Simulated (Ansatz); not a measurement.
Born–Oppenheimer molecular dynamics of AlCl$_{2}$H$_{3}$OSi (8 atoms, charge 0, multiplicity 1). It starts from a relaxed structure.

Level of theory: Ansatz 0.2.0, RKS PBE0-D4/STO-3G.

```yaml
ensemble: NVE (Milne-controlled integrator)
time_step: 0.5 fs
steps_asked: 150
starting_velocities_drawn_for: 1000 K
seed: 345222
```

First frame:

```xyz
8
Properties=species:S:1:pos:R:3
Al -0.016 -0.008 0.050
O 0.043 -0.379 1.657
Si -1.315 -0.484 2.670
H -2.226 -1.509 2.207
H -0.825 -0.828 3.984
H -2.015 0.782 2.727
Cl 1.754 0.066 -1.007
Cl -1.802 0.378 -0.926
```

(1) How far do the bonds stretch over the last three quarters of this one trajectory? (Pairs bonded in most of those frames.)

Answers

(1) 
```
   bond  mean (Å)  spread (Å)  shortest  longest
 Al1–O2     1.645       0.047      1.58     1.72
Al1–Cl7     2.084       0.021      2.05     2.12
Al1–Cl8     2.085       0.011      2.07     2.10
 O2–Si3     1.691       0.036      1.63     1.74
 Si3–H4     1.455       0.025      1.41     1.49
 Si3–H5     1.451       0.020      1.42     1.48
 Si3–H6     1.465       0.058      1.37     1.54
```

Mean temperature of the second half: 544 K. The conserved energy stayed within 0.012 meV per atom of its start (net change -0.0044 meV per atom), so the integration is sound. Over the second half the temperature averaged 0.54 of the 1000 K drawn at the start: a run that starts near a minimum puts about half its kinetic energy into the potential. A run of 0.075 ps of so small a system gives no equilibrium averages. Limits of this set-up: minimal basis.

Run time: 5.4 min on 1 thread of Arm Neoverse V2, on a shared host, peak memory 0.12 GiB.
